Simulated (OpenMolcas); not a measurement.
# P I: effect of the IPEA shift

| Item | Value |
| --- | --- |
| Program | OpenMolcas |
| Basis | ANO-RCC-VQZP [6s5p3d2f1g] |
| Scalar Hamiltonian | DKH2, point nucleus |
| Active space | 5 electrons in 4 orbitals (3s 3p) |
| State averaging | 2S+1 = 4 odd, 1 root; 2S+1 = 2 odd, 8 roots |
| Spin-orbit coupling | state interaction with AMFI integrals over the reference wave functions, term energies averaged over their components |

Methods on the same reference wave functions:
A. CASSCF
B. SS-CASPT2, IPEA 0.25 Eh, imaginary shift 0.1 Eh (closed shells correlated: 2s 2p)
C. SS-CASPT2, IPEA 0.5 Eh, imaginary shift 0.1 Eh (closed shells correlated: 2s 2p)

Energies in cm-1 above 3s2 3p3 4S* 3/2, the measured ground level; measured values from NIST Handbook of Basic Atomic Spectroscopic Data.

| Level | A | B | C | Measured |
| --- | --- | --- | --- | --- |
| 3s2 3p3 4S* 3/2 | 0.0 | 0.0 | 0.0 | 0.0 |
| 3s2 3p3 2D* 3/2 | 15336 | 11260 | 11130 | 11361 |
| 3s2 3p3 2D* 5/2 | 15347 | 11270 | 11140 | 11377 |
| 3s2 3p3 2P* 1/2 | 20715 | 18380 | 18270 | 18723 |
| 3s2 3p3 2P* 3/2 | 20720 | 18380 | 18270 | 18748 |

Deviations, from unrounded energies. A percentage is the sum of absolute deviations over the sum of measured energies, with the sign that they share, or ± where signs differ.

```tsv
Against measurement	Levels	A	B	C
mean absolute deviation (cm-1)	4	3000	230	350
other terms of the ground configuration (%)	4	+19.8	-1.5	-2.3
```

B lies closest to measurement on these levels and A furthest from it. The largest miss of B in the table is 3s2 3p3 2P* 3/2, by -360 cm-1. The ranking rests on the paired levels alone, and a cruder setting can come out closer through cancelling errors.

Between B and C the level of the table that moves most is 3s2 3p3 2D* 5/2, by 130 cm-1 (lowest in C, highest in B). Moves below CASPT2's spread within the term are not significant.

The mean deviations of B to C differ by less than CASPT2's widest spread within a term (340 cm-1), so their order carries little weight.

From A to B the spin-free energies of the other terms of 3s2 3p3 shown, above 4S*, scale by factors of 0.73 to 0.89.

The lowest spin-free term lies below A's lowest term by 0.131 hartree in B, 0.121 hartree in C.

CASPT2 breaks the degeneracy within a term, and the mean is taken; among the terms shown or strongly mixed into the levels shown the widest spread is 340 cm-1 (3s2 3p3 2D*, C). No level of 3s 3p4 was computed, though it lies in the active space. Without dynamic correlation excited terms often stand tens of per cent too high (terms of higher spin than the ground term too low), and those without a measured partner can miss by more than the paired ones (holds for A). Measured partners are found by configuration, term and J. A level has none where our copy of the source lacks it or the pairing is in doubt (some pairs that miss far off the trend of their configuration count as doubtful), and it then counts in no deviation. Only configurations of the active space appear.

* marks odd parity.
